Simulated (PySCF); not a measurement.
5,5-difluorocyclopenta-1,3-diene (C₅H₄F₂), SMILES FC1(F)C=CC=C1.

Coordinates come from a PBE0-D3(BJ)/def2-SVP optimisation. Other conformers were not sampled.

Two levels are set side by side: TDDFT-PBE/def2-SVPD (PySCF) and TDDFT-ωB97X/def2-SVPD (PySCF). Vertical, same geometry. The lowest singlet is HOMO→LUMO 99 % with PBE and HOMO→LUMO 100 % with the other functional; states are paired by order. Differences are taken from unrounded values.

```csv
quantity,TDDFT-ωB97X,TDDFT-PBE,TDDFT-PBE minus TDDFT-ωB97X
lowest singlet excitation (eV),4.44,4.00,-0.44
lowest triplet excitation (TDA) (eV),2.60,2.46,-0.14
```

A lower first singlet is the usual sign of a functional without exact exchange. Differences between two approximate levels are no errors against the true value.

Rough cost on one machine, each run with all the roots and properties that it gave: TDDFT-ωB97X against TDDFT-PBE about 20 times.
